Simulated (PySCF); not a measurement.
**Gallium: a sound run and one with changed settings**

Sound run: Ga [Ar] 3d10 4s2 4p1, Ga⁺ [Ar] 3d10 4s2. Calculation: PySCF 2.14, in def2-SVP; no relativity, point nucleus. In the sound run the correlated levels freeze [Ar] 3d10. The sound run starts from symmetry-adapted Hartree-Fock orbitals and uses a fine grid where one is needed.

Changed run: basis STO-3G. This setting is unsound on purpose.

```tsv
species	method	sound run (hartree)	changed run (hartree)	converged
Ga	UHF	-1922.97414	-1900.72850	yes
Ga	BP86	-1924.82254	-1902.06096	yes
Ga	B3LYP	-1924.61350	-1901.90165	yes
Ga	MP2	-1923.00351	-1900.74261	yes
Ga	CCSD(T)	-1923.01807	-1900.75372	yes
Ga⁺	UHF	-1922.77019	-1900.61973	yes
Ga⁺	BP86	-1924.59756	-1901.92438	yes
Ga⁺	B3LYP	-1924.39200	-1901.76648	yes
Ga⁺	MP2	-1922.79468	-1900.64155	yes
Ga⁺	CCSD(T)	-1922.80665	-1900.65720	yes
```

Ionisation energy of Ga:

```json
{"method": "UHF", "sound run (eV)": "5.550", "changed run (eV)": "2.960"}
{"method": "BP86", "sound run (eV)": "6.122", "changed run (eV)": "3.716"}
{"method": "B3LYP", "sound run (eV)": "6.027", "changed run (eV)": "3.678"}
{"method": "MP2", "sound run (eV)": "5.683", "changed run (eV)": "2.750"}
{"method": "SCS-MP2", "sound run (eV)": "5.662", "changed run (eV)": "2.708"}
{"method": "CCSD", "sound run (eV)": "5.738", "changed run (eV)": "2.626"}
{"method": "CCSD(T)", "sound run (eV)": "5.753", "changed run (eV)": "2.626"}
```

A minimal basis cannot let orbitals breathe on ionisation and holds almost no correlation.

For comparison, NIST gives 5.999 eV between the lowest levels.
